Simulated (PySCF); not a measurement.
29Si chemical shifts

[PySCF: GFN2-xTB geometry; σ from GIAO-PBE0/pcSseg-1; a single conformation; isolated molecule; equivalent nuclei averaged; no relativistic terms]

Shieldings were converted by a linear fit to measured shifts: 29Si (scatter 8.9 ppm rms, 25.8 ppm with the 6 outliers that the fit left out vs TMS, solution or neat liquid). A few per cent of atoms miss by over 2 rms, more outside the fitted compound classes.

Question: Give the 29Si shifts of `CO[Si@@H](Cl)CC1CC1`, `CO[Si](C)(Cl)OC`, `F[SiH2]C[C@H](F)[SiH3]`.

Answer: 
```tsv
compound	environment	δ (ppm)
CO[Si@@H](Cl)CC1CC1	silicon bonded to C, Cl, O, H	-12.9
CO[Si](C)(Cl)OC	silicon bonded to C, Cl, 2 O	-29.9
[F:1][SiH2:2][CH2:3][C@H:4]([F:5])[SiH3:6]	Si2: silicon bonded to C, F, 2 H	-5.4
[F:1][SiH2:2][CH2:3][C@H:4]([F:5])[SiH3:6]	Si6: silicon bonded to C, 3 H	-60.5
```

Question: Match the shifts -13.8, -33.2, -52.0 ppm to `CC[Si@H](CCl)CC=O`, `[SiH3]N([SiH3])P1CCC1`, `C=C[SiH2][C@](C)(Cl)CO`.

Answer: -13.8: CC[Si@H](CCl)CC=O (silicon bonded to 3 C, H); -33.2: C=C[SiH2][C@](C)(Cl)CO (silicon bonded to 2 C, 2 H); -52.0: [SiH3]N([SiH3])P1CCC1 (silicon bonded to N, 3 H).
